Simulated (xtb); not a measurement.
CF$_{3}$O$_{2}$S (SMILES O=[S](=O)C(F)(F)F), doublet, from a rough starting geometry; GFN2-xTB (xtb).

Here is a job for xtb.
```
$ xtb mol.xyz --gfn 2 --uhf 1 --opt vtight --json

# file mol.xyz
7

O      1.56796060    -1.38207688     0.33072382
S      1.24961346    -0.18321143    -0.39325220
O      1.84033890     1.05661850     0.09315045
C     -0.81460891     0.02171852    -0.06204074
F     -1.14909763    -0.37874809     1.15753862
F     -1.10200002     1.37600497    -0.18558915
F     -1.51143404    -0.60379079    -1.02718243
```

The log (banner, timings and long lists left out):

```
   ID    Z sym.   atoms
    1    8 O      1, 3
    2   16 S      2
    3    6 C      4
    4    9 F      5-7

           -------------------------------------------------
          |                Calculation Setup                |
           -------------------------------------------------

           -------------------------------------------------
          |                 G F N 2 - x T B                 |
           -------------------------------------------------

          ...................................................
          :                      SETUP                      :
          :.................................................:
          :  # basis functions                  34          :
          :  # atomic orbitals                  33          :
          :  # shells                           15          :
          :  # electrons                        43          :
          :  max. iterations                   250          :
          :  Hamiltonian                  GFN2-xTB          :
          :  restarted?                      false          :
          :  GBSA solvation                  false          :
          :  PC potential                    false          :
          :  electronic temp.          300.0000000     K    :
          :  accuracy                    1.0000000          :
          :  -> integral cutoff          0.2500000E+02      :
          :  -> integral neglect         0.1000000E-07      :
          :  -> SCF convergence          0.1000000E-05 Eh   :
          :  -> wf. convergence          0.1000000E-03 e    :
          :  Broyden damping             0.4000000          :
          :  net charge                          0          :
          :  unpaired electrons                  1          :
          ...................................................

 iter      E             dE          RMSdq      gap      omega  full diag
   1    -27.6247220 -0.276247E+02  0.793E+00    4.92       0.0  T
   2    -27.6821026 -0.573806E-01  0.474E+00    4.87       1.0  T
   3    -27.6899357 -0.783316E-02  0.247E+00    4.79       1.0  T
   4    -27.7063392 -0.164034E-01  0.658E-01    4.85       1.0  T
   5    -27.7064553 -0.116170E-03  0.245E-01    4.89       1.0  T
   6    -27.7065851 -0.129809E-03  0.109E-01    4.90       1.0  T
   7    -27.7065909 -0.579037E-05  0.606E-02    4.91       1.0  T
   8    -27.7065987 -0.777723E-05  0.184E-02    4.91       2.0  T
   9    -27.7065991 -0.398685E-06  0.358E-03    4.91      10.6  T
  10    -27.7065991 -0.547826E-08  0.127E-03    4.91      29.7  T
  11    -27.7065991 -0.299893E-08  0.348E-04    4.91     108.7  T
  12    -27.7065991 -0.109534E-09  0.962E-05    4.91     392.9  T

   *** convergence criteria satisfied after 12 iterations ***

         :::::::::::::::::::::::::::::::::::::::::::::::::::::
         ::                     SUMMARY                     ::
         :::::::::::::::::::::::::::::::::::::::::::::::::::::
         :: total energy             -27.634802231077 Eh    ::
         :: gradient norm              0.063771450454 Eh/a0 ::
         :: HOMO-LUMO gap              4.912258764491 eV    ::
         ::.................................................::
         :: SCC energy               -27.706597585488 Eh    ::
         :: -> isotropic ES            0.077454255299 Eh    ::
         :: -> anisotropic ES          0.011304067627 Eh    ::
         :: -> anisotropic XC         -0.016013693603 Eh    ::
         :: -> dispersion             -0.004722476523 Eh    ::
         :: repulsion energy           0.071795354411 Eh    ::
         :: add. restraining           0.000000000000 Eh    ::
         :: total charge               0.000000000000 e     ::
         :::::::::::::::::::::::::::::::::::::::::::::::::::::

      -----------------------------------------------------------
     |                   =====================                   |
     |                        A N C O P T                        |
[...]
 * total energy  :   -27.6394269 Eh     change       -0.6175206E-04 Eh
 * total energy  :   -27.6394720 Eh     change       -0.4513820E-04 Eh
 * total energy  :   -27.6395182 Eh     change       -0.4617085E-04 Eh
 * total energy  :   -27.6395475 Eh     change       -0.2933532E-04 Eh
 * total energy  :   -27.6395651 Eh     change       -0.1756320E-04 Eh
 * total energy  :   -27.6395691 Eh     change       -0.4017477E-05 Eh
 * total energy  :   -27.6395713 Eh     change       -0.2210837E-05 Eh
 * total energy  :   -27.6395722 Eh     change       -0.8862173E-06 Eh
 * total energy  :   -27.6395726 Eh     change       -0.4074317E-06 Eh
 * total energy  :   -27.6395729 Eh     change       -0.2582790E-06 Eh
 * total energy  :   -27.6395730 Eh     change       -0.1219663E-06 Eh
 * total energy  :   -27.6395730 Eh     change       -0.3849149E-07 Eh
   *** GEOMETRY OPTIMIZATION CONVERGED AFTER 21 ITERATIONS ***
         :: total energy             -27.639573037048 Eh    ::
[...]
        14        2.0000           -0.5897632             -16.0483
        15        2.0000           -0.5882991             -16.0084
        16        2.0000           -0.5793614             -15.7652
        17        2.0000           -0.5792969             -15.7635
        18        2.0000           -0.5788570             -15.7515
        19        2.0000           -0.5139733             -13.9859
        20        2.0000           -0.4959367             -13.4951
        21        2.0000           -0.4892812             -13.3140
        22        1.0000           -0.4369650             -11.8904 (HOMO)
        23                         -0.2533837              -6.8949 (LUMO)
        24                         -0.1688942              -4.5958
        25                         -0.1305465              -3.5524
        26                         -0.0064893              -0.1766
        27                          0.0239796               0.6525
        28                          0.0626926               1.7060
        29                          0.0709807               1.9315
        30                          0.1167967               3.1782
        31                          0.1338578               3.6425
        32                          0.7106014              19.3364
        33                          1.1268870              30.6642
      -------------------------------------------------------------
                  HL-Gap            0.1835812 Eh            4.9955 eV
             Fermi-level           -0.4041487 Eh          -10.9974 eV

     #   Z          covCN         q      C6AA      α(0)
     1   8 O        0.860    -0.441    22.520     6.363
     2  16 S        2.608     0.904   109.447    17.608
     3   8 O        0.860    -0.441    22.520     6.362
     4   6 C        3.235     0.411    19.453     7.156
     5   9 F        0.791    -0.135    10.582     3.843
     6   9 F        0.791    -0.149    10.725     3.868
     7   9 F        0.791    -0.149    10.725     3.868

 Mol. C6AA /au·bohr⁶  :       1144.603793
 Mol. C8AA /au·bohr⁸  :      31809.681251
 Mol. α(0) /au        :         49.068464

Wiberg/Mayer (AO) data.
largest (>0.10) Wiberg bond orders for each atom

 ---------------------------------------------------------------------------
     #   Z sym  total        # sym  WBO       # sym  WBO       # sym  WBO
 ---------------------------------------------------------------------------
     1   8 O    2.122 --     2 S    1.805     3 O    0.180
     2  16 S    4.270 --     3 O    1.805     1 O    1.805     4 C    0.546
     3   8 O    2.122 --     2 S    1.805     1 O    0.180
     4   6 C    3.735 --     5 F    1.012     7 F    0.999     6 F    0.999
                             2 S    0.546
     5   9 F    1.187 --     4 C    1.012
     6   9 F    1.167 --     4 C    0.999
     7   9 F    1.167 --     4 C    0.999
 ---------------------------------------------------------------------------

Topologies differ in total number of bonds
Writing topology from bond orders to xtbtopo.mol

molecular dipole:
                 x           y           z       tot (Debye)
 q only:       -0.229       0.220      -1.040
   full:       -0.236       0.200      -0.926       2.483
molecular quadrupole (traceless):
                xx          xy          yy          xz          yz          zz
 q only:       -1.473       0.650      -3.054      -4.457      -0.872       4.527
  q+dip:        0.022       0.330      -4.511      -4.617      -1.139       4.489
   full:        0.036       0.356      -4.671      -4.869      -1.167       4.635

optimized geometry written to: xtbopt.xyz

           -------------------------------------------------
          | TOTAL ENERGY              -27.639573037048 Eh   |
          | GRADIENT NORM               0.000059779565 Eh/α |
          | HOMO-LUMO GAP               4.995499139236 eV   |
           -------------------------------------------------

normal termination of xtb
```
